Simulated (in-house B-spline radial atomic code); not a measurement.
Se⁶⁺. Computed with a B-spline radial atomic code. Model: all-electron spherical atom, spin shells full or empty, radial basis limit, no spin-orbit coupling, Breit or QED, empty-state partial waves extrapolated as (l+1/2)^-4, RPA, G0W0 and static COHSEX of the highest shell as one setting changes (uncorrelated shells keep exact exchange).

Given: element Se; charge 6; filled core Ar; hamiltonian one-electron scalar X2C; mean-field start Hartree-Fock; highest l of empty states 9; nuclear rms radius 4.14 fm; highest mean-field shell 3d.

Shell: 3d 5 5 (electrons up and down).

```csv
natural log step of frequency grid,RPA correlation energy (hartree),G0W0 level (eV),G0W0 minus most complete (meV),RPA minus most complete (millihartree),linearised minus solved G0W0 (meV)
0.25,-1.9865,-156.05,0,0,-0.2
0.4,-1.9865,-156.05,-0.1,0,-0.2
0.6,-1.9865,-156.05,-0.1,0,-0.2
0.9,?,?,?,?,?
1.3,-1.9866,-156.05,-0.1,-0.1,-0.2
1.8,?,?,?,?,?
2.5,-2.0239,-156.16,-105.8,-37.4,-0.2
3.5,-2.0949,-156.64,-587.9,-108.4,-0.1
```

Question: What follows for natural log step of frequency grid = 0.9?

Answer: RPA correlation energy -1.9865 hartree; G0W0 level -156.05 eV; G0W0 minus most complete -0.3 meV; RPA minus most complete 0 millihartree; linearised minus solved G0W0 -0.2 meV.

Question: What follows for natural log step of frequency grid = 1.8?

Answer: RPA correlation energy -1.9902 hartree; G0W0 level -156.07 eV; G0W0 minus most complete -19 meV; RPA minus most complete -3.6 millihartree; linearised minus solved G0W0 -0.2 meV.
